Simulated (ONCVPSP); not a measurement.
# tin: excitation energies, all-electron against ONCV

- Element: Sn (Z = 50)
- Generator: ONCVPSP 4.0.1
- Type: optimised norm-conserving Vanderbilt (ONCV)
- Functional: PBE
- Relativity: fully relativistic
- Frozen core: [Ar] 3d10
- Valence charge: 22
- Reference configuration: 4s2 4p6 4d10 5s2 5p2
- Partial waves: 4s+5s: rc 1.55 bohr, ncon 3, nbas 6, qcut 7 1/bohr, 2 projectors; 4p+5p: rc 1.60 bohr, ncon 4, nbas 8, qcut 11 1/bohr, 2 projectors; 4d: rc 1.50 bohr, ncon 3, nbas 8, qcut 12.4 1/bohr, 2 projectors, debl 3.1 Ha
- Local potential: polynomial inside 1.15 bohr (lpopt 5, dvloc0 0 Ha)
- Core correction: polynomial model core, fcfact 0.7

Open shells are filled in proportion to 2j + 1.

Energies are relative to the spin-unpolarised reference configuration 4s2 4p6 4d10 5s2 5p2; without spin polarisation the order of configurations can differ from experiment.

**Question.** Give the all-electron excitation energy and the error of the potential for: 4s2 4p6 4d10 5s2 5p1; 4s2 4p6 4d10 5s2 5p0; 4s2 4p6 4d10 5s1 5p0; 4s1 4p6 4d10 5s2 5p2.

**Answer.**

```
valence configuration  charge  ΔE all-electron (eV)  error AE − PS (meV)
 4s2 4p6 4d10 5s2 5p1      +1                 6.888                 +0.2
 4s2 4p6 4d10 5s2 5p0      +2                20.859                 +0.6
 4s2 4p6 4d10 5s1 5p0      +3                51.830                 -3.0
 4s1 4p6 4d10 5s2 5p2      +1               142.134                 -626
```

Levels in the configuration 4s2 4p6 4d10 5s2 5p0:

| level | all-electron (eV) | pseudo (eV) |
| --- | --- | --- |
| 4s j=1/2 | -151.288 | -151.293 |
| 4p j=3/2 | -104.766 | -104.768 |
| 4p j=1/2 | -112.336 | -112.338 |
| 4d j=5/2 | -42.776 | -42.779 |
| 4d j=3/2 | -43.825 | -43.826 |
| 5s j=1/2 | -26.086 | -26.085 |
